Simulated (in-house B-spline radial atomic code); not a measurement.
The numbers below are computed, except where a source is named.
## Correlation energy from the adiabatic connection: −V exp(−r²/w²), V = 22.6, w = 5.8

Two electrons in a singlet, external potential −V exp(−r²/w²), V = 22.6, w = 5.8 (atomic units). Full CI in B-splines (partial waves to l = 8, correlation up to 0.6 % small) with the density held fixed gives W(λ) = <V_ee>_λ − U, and E_c is the integral of W(λ) − W(0) from 0 to 1.

```csv
λ,W(λ) − W(0) (hartree)
0,0.00000
0.02,-0.00199
0.05,-0.00493
0.12,-0.01158
0.25,-0.02324
0.4,-0.03564
0.6,-0.05062
0.8,-0.06404
1,-0.07611
```

(1) Integrate the table by the trapezoid rule.

(2) Now use only three numbers: W(0) = -0.79331, the initial slope W'(0) = -0.09999 (extrapolated from the first points) and the strong-coupling limit of the point-charge-plus-continuum model, W∞ = -1.0844. What do second-order theory and the interpolation W(λ) = W∞ + (W(0) − W∞)/√(1 + 2χλ) of Seidl, Perdew and Levy give?

Results:

(1) The strips give -0.00002, -0.00010, -0.00058, -0.00226, -0.00442, -0.00863, -0.01147, -0.01401, which sum to -0.04149 hartree. The direct value, W(1) − W(0) + T_c with T_c = 0.03453, is -0.04158; the curve is convex, so chords lie above it and the trapezoids fall short in size by 0.23 %.

(2) Second order keeps the slope alone: E_c = W'(0)/2 = -0.04999, +20 % in size against -0.04158. Matching the slope fixes χ = W'(0)/(W∞ − W(0)) = -0.09999/(-0.29109) = 0.34350. Integrating, with s = √(1 + 2χ) = 1.298847, E_c = −(W(0) − W∞)(s − 1)/(s + 1) = −0.29109 × 0.298847/2.298847 = -0.03784 hartree, -9.0 % in size against the full result. At λ = 1 the formula gives W − W(0) = -0.06698 against -0.07611. Part of the miss can come from the model's W∞.
